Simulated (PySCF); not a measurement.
# `CC(C)(C)/C=N/N`, C$_{5}$H$_{12}$N$_{2}$

Cartesian coordinates in Å; atom numbers follow the order of the lines, from 1:
```xyz
19

C    -1.432   -0.648    1.031
C    -0.506   -0.134   -0.079
C    -1.253    0.908   -0.923
C    -0.059   -1.296   -0.964
C     0.678    0.536    0.554
N     1.863    0.188    0.290
N     2.910    0.877    0.787
H    -1.748    0.168    1.679
H    -0.920   -1.392    1.637
H    -2.319   -1.106    0.599
H    -2.135    0.462   -1.375
H    -0.609    1.284   -1.714
H    -1.568    1.748   -0.307
H     0.478   -2.032   -0.373
H     0.609   -0.937   -1.742
H    -0.921   -1.772   -1.424
H     0.454    1.361    1.245
H     2.731    1.490    1.583
H     3.735    0.303    0.876
```

Computed, not measured: PySCF 2.14.0, GIAO KT3/pcSseg-1 magnetisability, rotational g tensor and spin-rotation constants, non-relativistic, gas phase. Geometry: GFN2-xTB.

Q: What are the magnetisability and the molar susceptibility?

A: Isotropic -1198 × 10⁻³⁰ J/T², or -72.1 × 10⁻⁶ cm³/mol; principal values -1315, -1178, -1099 × 10⁻³⁰ J/T², anisotropy 189 × 10⁻³⁰ J/T² (root of half the summed squared differences of the principal values). The susceptibility is in cgs units.

Q: Split it along the inertial axes a, b, c into diamagnetic and paramagnetic parts about the centre of mass, with the quadrupole moment.

A: 
| axis | χ (10⁻⁶ cm³/mol) | diamagnetic (10⁻⁶ cm³/mol) | paramagnetic (10⁻⁶ cm³/mol) | summed x² of all electrons (Å²) | quadrupole Θ (D Å) |
| --- | --- | --- | --- | --- | --- |
| a | -70.8 | -404.4 | 333.6 | 166.2 | +6.47 |
| b | -66.4 | -899.6 | 833.2 | 49.4 | -1.74 |
| c | -79.1 | -914.6 | 835.5 | 45.9 | -4.74 |

Anisotropies 2χaa − χbb − χcc = +4.0 and 2χbb − χaa − χcc = +17.0 × 10⁻⁶ cm³/mol. Θ is traceless in Buckingham's convention.

Q: And the rotational g tensor?

A: 
```csv
axis,rotational constant (GHz),g,nuclear part,electronic part
a,4.3852,-0.0201,0.6673,-0.6873
b,1.5533,-0.0067,0.6012,-0.6080
c,1.5300,+0.0037,0.6042,-0.6005
```
Asymmetric top; isotopes 12C, 1H, 14N; no vibrational averaging.
